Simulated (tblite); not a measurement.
C5H10NOPS.
Numbering: `[CH3:1][S:2][CH2:3][P@:4]([CH3:5])(=[O:6])[CH2:7][C:8]#[N:9]` (hydrogens: H10, H11, H12 on C1; H13, H14 on C3; H15, H16, H17 on C5; H18, H19 on C7)

A start from a force field or distance geometry was refined with tblite, GFN2-xTB geometry optimisation, gas phase. Values at the start:

```tsv
coordinate	start
C1–S2	1.817 Å
C1–H10	1.082 Å
S2–C3	1.801 Å
C3–P4	1.801 Å
C3–H13	1.108 Å
C3–H14	1.090 Å
P4–C5	1.797 Å
P4=O6	1.502 Å
P4–C7	1.784 Å
C5–H15	1.092 Å
C7–C8	1.464 Å
C7–H18	1.088 Å
C7–H19	1.088 Å
C8≡N9	1.156 Å
S2–C3–P4	110.2°
C3–P4–C5	103.9°
C3–P4–O6	113.7°
C3–P4–C7	109.0°
P4–C7–C8	112.5°
C5–P4–O6	110.5°
O6–P4–C7	113.1°
C7–C8–N9	177.2°
C1–S2–C3–P4	-73°
S2–C3–P4–C5	-171°
C3–P4–C7–C8	-54°
```

Task: How do these coordinates change at the GFN2-xTB level?

Result: 
```tsv
coordinate	GFN2-xTB (Å or °)	change
P4–C7	1.853	+0.069
C3–P4	1.844	+0.043
C7–C8	1.429	-0.035
P4=O6	1.467	-0.035
P4–C5	1.830	+0.033
S2–C3	1.821	+0.020
C3–H13	1.089	-0.019
C8≡N9	1.144	-0.012
C7–H18	1.095	+0.007
C5–H15	1.086	-0.006
C7–H19	1.094	+0.006
C1–S2	1.813	-0.004
C1–H10	1.085	+0.003
C3–H14	1.091	+0.001
C3–P4–C7	103.6	-5.4
C5–P4–O6	114.3	+3.8
C3–P4–C5	105.7	+1.8
P4–C7–C8	111.4	-1.1
O6–P4–C7	112.0	-1.1
C3–P4–O6	114.6	+0.9
S2–C3–P4	109.3	-0.9
C7–C8–N9	178.0	+0.8
C3–P4–C7–C8	-62	-8
C1–S2–C3–P4	-78	-5
S2–C3–P4–C5	-170	+1
```

The energy falls by 0.236 eV over 83 L-BFGS steps, the largest force on an atom goes from 3.47 to 0.010 eV/Å, and the atoms move by 0.228 Å rms after alignment. The bond that changes most is P4–C7 (phosphoryl phosphorus to sp3 carbon bound to phosphorus), which lengthens by 0.069 Å. Bonds longer at the end by more than 0.005 Å: 6 of 18; shorter: 7. Among the dihedrals that turn most is H11–C1–S2–C3, from -42° to -67°. Rotational constants go from 1570, 930.8, 711.7 to 1613, 898.0, 697.4 MHz.

Its GFN2-xTB frequencies are all real (lowest 36 cm⁻¹). The numbers are those of one conformer.

The numbers are calculated, not measured.
